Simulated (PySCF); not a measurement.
**Ba(2+) (barium, charge +2) across methods**

[Xe], closed-shell 1S. All numbers are calculated (PySCF 2.14, scalar relativity by spin-free X2C-1e, in aug-cc-pVTZ-X2C (9s8p6d3f, 84 functions)).

| method | E (hartree) | mean ε 4d (eV) | mean ε 5s (eV) | mean ε 5p (eV) | Σ⟨r²⟩ (bohr²) | ⟨S²⟩ |
| --- | --- | --- | --- | --- | --- | --- |
| PBE | -8133.75 | -102.30 | -45.974 | -30.952 | 44.03 | 0.000 |
| M06 | -8134.34 | -106.37 | -48.213 | -32.331 | 44.03 | 0.000 |
| M06-L | -8134.00 | -103.88 | -46.182 | -30.886 | 43.99 | 0.000 |
| r2SCAN | -8134.19 | -103.76 | -46.814 | -31.397 | 44.00 | 0.000 |
| PBE0 | -8133.84 | -106.29 | -48.639 | -32.565 | 43.99 | 0.000 |
| LDA | -8127.13 | -102.38 | -46.221 | -31.122 | 43.99 | 0.000 |
| r2SCAN0 | -8134.17 | -107.32 | -49.204 | -32.848 | 44.00 | 0.000 |

(1) Estimate the same row for UHF.

Spin-orbit coupling, which splits the p, d and f shells strongly at this Z, is absent.

Results:

(1) E (hartree) = -8131.13309; mean ε 4d (eV) = -116.84; mean ε 5s (eV) = -55.325; mean ε 5p (eV) = -36.186; Σ⟨r²⟩ (bohr²) = 44.31; ⟨S²⟩ = 0.000.
